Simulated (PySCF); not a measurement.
[Ni(H2O)6]2+ holds Ni(II), d8, at total charge +2. The structure is a model geometry with rigid ligands and bond lengths from ionic radii and bond length changed to 1.05 of its base value, not a minimum; coordination octahedral, point group Th, metal–donor distances 2.15 Å.

```
19

Ni    0.0000    0.0000    0.0000
O     0.0000    0.0000    2.1525
H     0.7750    0.0000    2.7275
H    -0.7750    0.0000    2.7275
O     0.0000    0.0000   -2.1525
H     0.7750    0.0000   -2.7275
H    -0.7750    0.0000   -2.7275
O     2.1525    0.0000    0.0000
H     2.7275    0.7750    0.0000
H     2.7275   -0.7750    0.0000
O    -2.1525    0.0000    0.0000
H    -2.7275    0.7750    0.0000
H    -2.7275   -0.7750    0.0000
O     0.0000    2.1525    0.0000
H     0.0000    2.7275    0.7750
H     0.0000    2.7275   -0.7750
O     0.0000   -2.1525    0.0000
H     0.0000   -2.7275    0.7750
H     0.0000   -2.7275   -0.7750
```

Method (PySCF 2.14, density fitting): CASSCF(8,5) with orbitals averaged over all microstates of the shell, strongly contracted NEVPT2 on the averaged canonical orbitals; basis x2c-TZVPall on the metal, x2c-SVPall elsewhere; spin-free X2C; gas phase; spin-orbit coupling by state interaction with the mean-field operator over all roots.

Question: Which term lies lowest, and with what spin?

Answer: 3Ag (S = 1, orbital degeneracy 1), with 6.0 electrons in the lower (t2g-type) set and 2.0 in the upper (eg-type) set, by NEVPT2.

Question: List the excited states of the same spin.

Answer: By NEVPT2: 3Tg at 6269 cm⁻¹ (1595 nm); 3Tg at 10866 cm⁻¹ (920 nm); 3Tg at 24454 cm⁻¹ (409 nm). All are electric-dipole forbidden at this geometry.

Question: Which is the lowest state of another spin?

Answer: 1Eg at 16534 cm⁻¹ by NEVPT2; CASSCF alone puts it at 18434 cm⁻¹ above the same ground state.

Question: Give the fitted ligand-field and repulsion parameters.

Answer: At CASSCF level (the NEVPT2 levels don't fit a ligand-field model well): orbital energies 0, 0, 0, 4790, 4790 cm⁻¹; 10Dq = 4790 cm⁻¹; B = 1291 cm⁻¹; C = 4770 cm⁻¹; B over its free-ion value at the same level 0.979; rms of the fit 47 cm⁻¹; ζ = 654 cm⁻¹ (free ion 660).

Question: What are the magnetic parameters?

Answer: The ground multiplet follows a spin Hamiltonian with S = 1, g = 2.364, 2.364, 2.364, D = 0 (spin-orbit part alone); the lowest levels hold 98 % of the spin-free ground state. μeff is 3.45 μB at 300 K and 3.35 μB at 10 K; the spin-only value is 2.83 μB.

NEVPT2 lifts 3Tg from 4912 to 6269 cm⁻¹; on the d shell alone it tends to overshoot states that fill the eg-type orbitals.

The job took 15 s on one thread of Arm Neoverse V1 (shared host), with 192 basis functions, launched as `OMP_NUM_THREADS=1 python lf_run.py task.json out`.
